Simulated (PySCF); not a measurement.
**SeH₆ at several levels of theory**

All levels use the PBE0 minimum (singlet; Se–H 1.557 Å (×6); H–Se–H 90.0° (×12), H–Se–H 180.0° (×3)), basis [Se def2-TZVP, H def2-TZVP], no relativity, density fitting, no spin–orbit coupling, PySCF. For vertical energies the ionised species is a doublet (spins chosen at PBE0 and kept) and the electron-attached one a doublet. Atomisation goes to high-spin ground-configuration atoms, without zero-point energy. Open shells are unrestricted, also as the reference of the correlated levels. A dash marks a value that was not computed or is not defined at that level.

```xyz
7
charge 0 multiplicity 1, angstrom
Se    0.0000    0.0000    0.0000
H     0.0000    0.0000    1.5565
H     0.0000    0.0000   -1.5565
H     1.5565    0.0000    0.0000
H     0.0000    1.5565    0.0000
H    -1.5565    0.0000    0.0000
H     0.0000   -1.5565    0.0000
```

```tsv
level	atomisation (kJ/mol)	vertical IP (eV)	vertical EA (eV)	−ε(HOMO) (eV)	gap (eV)
PBE0	1066	9.12	-0.36	6.86	5.40
HF	587	8.50	-1.33	9.57	11.24
MP2	933	9.15	-0.58	–	–
PBE	1091	9.03	-0.24	5.78	3.44
B3LYP	1089	9.23	-0.18	6.76	4.92
r2SCAN	1101	9.05	-0.27	6.02	3.93
TPSSh	1152	9.14	-0.42	6.42	4.62
TPSS	1160	9.12	-0.38	6.00	3.87
LC-wPBE	1016	9.19	-0.56	9.30	10.09
```

Spin contamination in at least one species weakens the values at: HF, MP2.

Without diffuse functions attachment energies tend to come out too low.
